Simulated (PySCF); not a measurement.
A PySCF script (with the pyscf-properties extension) for the NMR shieldings of `[SiH3][SiH2][O][GeH3]`, GeH8OSi2, on a GFN2-xTB geometry:

```python
import basis_set_exchange as bse
import numpy as np
from pyscf import gto, dft
from pyscf.prop import nmr

atoms = """
Si   -2.005971    0.218601    0.187893
Si   -0.291691   -1.299638    0.445554
O     1.120923   -0.658245   -0.076507
Ge    2.051424    0.783504   -0.253673
H    -3.276309   -0.344067    0.655518
H    -1.799936    1.465378    0.942667
H    -2.231526    0.647836   -1.199779
H    -0.052011   -1.691515    1.843157
H    -0.372210   -2.516097   -0.370334
H     2.303098    1.345191    1.115367
H     1.253702    1.735056   -1.097227
H     3.301704    0.313310   -0.924506
"""
names = dict.fromkeys(["Si", "O", "Ge", "H"], "pcSseg-1")
basis = {el: gto.basis.parse(bse.get_basis(n, elements=[el], fmt="nwchem")) for el, n in names.items()}
mol = gto.M(atom=atoms, basis=basis, charge=0, verbose=0)
mf = dft.RKS(mol, xc="PBE0")
mf.grids.level = 2
mf.grids.alignment = dft.numint.BLKSIZE   # the property module wants whole blocks of grid points
mf.conv_tol = 1e-9
mf.kernel()

calc = nmr.RKS(mf)   # GIAO
C = mf.mo_coeff
Co = C[:, mf.mo_occ > 0]
resp = mf.gen_response(singlet=True, hermi=2)
def vind(x):   # induced exchange potential for any number of trial vectors
    d = np.einsum("pi,xij,qj->xpq", C, 2 * x.reshape(-1, C.shape[1], Co.shape[1]), Co, optimize=True)
    return np.einsum("xpq,pi,qj->xij", resp(d - d.transpose(0, 2, 1)), C, Co, optimize=True).ravel()
mo1, _ = nmr.rhf.solve_mo1(calc, with_cphf=vind)
sigma = calc.kernel(mo1)
for i, s in enumerate(sigma):   # ppm
    w = np.linalg.eigvalsh((s + s.T) / 2)
    print("%2d %-2s iso %8.1f  s11 %8.1f  s22 %8.1f  s33 %8.1f" % (i, mol.atom_pure_symbol(i), w.mean(), *w))
```

Q: Give the expected output.

A: 
```
 0 Si iso    473.7  s11    459.9  s22    477.9  s33    483.3
 1 Si iso    369.3  s11    300.4  s22    342.3  s33    465.1
 2 O  iso    363.7  s11    250.7  s22    415.6  s33    424.8
 3 Ge iso   1411.9  s11   1297.8  s22   1309.5  s33   1628.4
 4 H  iso     28.6  s11     25.6  s22     25.7  s33     34.5
 5 H  iso     28.2  s11     25.0  s22     26.7  s33     32.8
 6 H  iso     28.1  s11     25.0  s22     26.2  s33     33.1
 7 H  iso     26.0  s11     22.2  s22     24.9  s33     30.9
 8 H  iso     25.9  s11     22.0  s22     24.7  s33     31.1
 9 H  iso     26.8  s11     20.1  s22     22.8  s33     37.5
10 H  iso     26.8  s11     19.8  s22     23.7  s33     36.9
11 H  iso     26.8  s11     19.8  s22     22.4  s33     38.2
```

These numbers come from an equivalent density-fitted implementation of the same equations, which agrees with the script to about 0.01 ppm for H and up to a few tenths of a ppm for heavy atoms, so last digits may differ.

Relativistic effects, spin–orbit coupling among them, are left out; they matter for Ge and for the light atoms bonded to it.

Size and cost of the density-fitted run: 146 basis functions, 14 s wall time on 1 thread of an Arm Neoverse V1, shared host.
